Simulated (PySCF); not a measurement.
Species: C4H9BCl2OSi.
SMILES: `ClB(Cl)[SiH]1CCOCC1`

A linear-response calculation (PySCF, def2-SVPD basis, gas phase, vertical, core orbitals frozen in the response) gave these numbers; the functional is withheld.

Orbital energies (eV): HOMO-3 -8.55, HOMO-2 -8.11, HOMO-1 -7.99, HOMO -7.22, LUMO -2.37, LUMO+1 0.01, LUMO+2 0.41.

```json
{"state": "S1", "E (eV)": "4.06", "f": "0.0047", "main configurations (H = HOMO, L = LUMO)": "H→L (93%)"}
{"state": "S2", "E (eV)": "4.67", "f": "0.0027", "main configurations (H = HOMO, L = LUMO)": "H-1→L (86%)"}
{"state": "S3", "E (eV)": "5.03", "f": "0.096", "main configurations (H = HOMO, L = LUMO)": "H-2→L (99%)"}
{"state": "S4", "E (eV)": "5.25", "f": "0.0028", "main configurations (H = HOMO, L = LUMO)": "H-3→L (53%), H-4→L (43%)"}
{"state": "S5", "E (eV)": "5.40", "f": "0.0024", "main configurations (H = HOMO, L = LUMO)": "H-4→L (50%), H-3→L (38%), H-5→L (8%)"}
{"state": "S6", "E (eV)": "6.10", "f": "0.0019", "main configurations (H = HOMO, L = LUMO)": "H-5→L (90%)"}
```

Triplets (Tamm–Dancoff): T1 3.55 eV, H→L (57%), H-1→L (36%); T2 4.44 eV, H-1→L (51%), H→L (42%); T3 4.67 eV, H-2→L (99%); T4 5.11 eV, H-4→L (60%), H-3→L (34%).

Vertical ionisation energy by ΔSCF with the same functional: 9.11 eV. Mean static polarisability: 120.0 au.

Question: Name the functional.
A. CAM-B3LYP
B. B3LYP
C. HF
D. PBE

Answer: B. B3LYP is a global hybrid with 20% exact exchange. In this run −ε(HOMO) = 7.22 eV differs from the ΔSCF value by -1.89 eV, and S1 differs from the orbital gap of 4.86 eV by -0.80 eV. The ratio −ε(HOMO)/IP is 0.79. Small neutral molecules mostly give 0.67 to 0.83 with B3LYP, 0.5 to 0.7 with PBE, 0.85 to 0.93 with CAM-B3LYP; with Hartree–Fock the ratio is 1 or more (Koopmans' value less the relaxation energy is the ΔSCF value). The other options: PBE, a GGA without exact exchange; HF, time-dependent Hartree–Fock, 100% exact exchange; CAM-B3LYP, range-separated, 19% exact exchange at short range and 65% at long range (ω = 0.33 bohr⁻¹).

Method used: PySCF, TDDFT B3LYP/def2-SVPD, vertical, gas phase, core orbitals frozen in the response. Geometry: PBE0-D3(BJ)/def2-SVP, one conformer, isolated molecule.
